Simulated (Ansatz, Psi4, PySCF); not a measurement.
C₇H₇ (SMILES [C]1=CC2C=CC1C2), doublet, at a GFN2-xTB geometry. Base run: B3LYP/STO-3G in PySCF.

Geometry (Å):
```xyz
14

C      1.0968    -0.6920     0.7428
C      1.4651    -0.1654    -0.3969
C      0.2572     0.7067    -0.8239
C     -0.8655    -0.2726    -1.1181
C     -1.1933    -0.8562     0.0266
C     -0.3019    -0.2646     1.1080
C     -0.1981     1.1816     0.5720
H      2.3568    -0.2731    -0.9781
H      0.4718     1.4570    -1.5798
H     -1.2559    -0.4493    -2.1021
H     -1.9123    -1.6313     0.2091
H     -0.6152    -0.4122     2.1361
H      0.5486     1.7813     1.0907
H     -1.1560     1.7029     0.5615
```
Charge 0, spin multiplicity 2.
Orbitals are unrestricted.
All else is at PySCF's defaults.

The same geometry, method and basis name were run in Ansatz (a quantum-chemistry and plane-wave program) and Psi4 and PySCF, at each program's defaults and at the settings that a row names. The base is PySCF at its defaults. Differences at the defaults can come from grids, fitting, cores and function types together.

```tsv
code and settings	ΔE vs base (mEh)	basis functions	E (Eh)	SCF cycles	dipole (D)
PySCF, defaults (exact integrals, its default grid, spherical functions)	0.000	42	-267.48883	12	0.65
Psi4, defaults (density fitting with its default set, its default grid, spherical functions)	-1.888	42	-267.49072	11	0.64
Ansatz, defaults (factorised integrals, its default grid, spherical functions)	0.013	42	-267.48882	-	-
PySCF, density fitting with def2-universal-jkfit	-1.894	42	-267.49072	12	0.64
PySCF, fine grid	0.009	42	-267.48882	12	0.65
Psi4, exact integrals, spherical functions, fine grid	0.009	42	-267.48882	15	0.65
Ansatz, high accuracy	0.009	42	-267.48882	-	-
```

Open shells are given as the SCF converged; they aren't shown to be the lowest states, and a large step between rows can be another state.
